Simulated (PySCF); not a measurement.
All values below come from PySCF with PBE-D3(BJ)/def2-TZVP // PBE0-D3(BJ)/def2-TZVP. All species are isolated molecules in the gas phase. One relaxed conformer stands for a flexible species; it need not be the lowest. Excitations are Tamm–Dancoff values on a coarser integration grid. The basis has no diffuse functions, so Rydberg states are missing or too high.

Reference species (SMILES): `C=[SiH]CF` (C–Si–C–F torsion 128°) (neutral, multiplicity 1).

```yaml
S1 oscillator strength: 0.249
T1 excitation (TDA): 2.75 eV
S1–T1 gap (TDA): 2.68 eV
brightest of the four lowest singlets (TDA): 5.43 eV
```

After one change: the S1 oscillator strength falls by 0.134; the T1 excitation (TDA) rises by 0.12 eV; the S1–T1 gap (TDA) drops by 0.17 eV; the brightest of the four lowest singlets (TDA) goes up by 0.17 eV.

**Question.** Which change was made? The new species is one of these.
A) `C=[SiH]C=O` (C–Si–C–O torsion 0°)
B) `C=[SiH][GeH3]`
C) `C=[SiH2]`
D) `C=[SiH]C(C)C` (C–Si–C–C torsion 125°)

**Answer.** D, `C=[SiH]C(C)C` (C–Si–C–C torsion 125°)
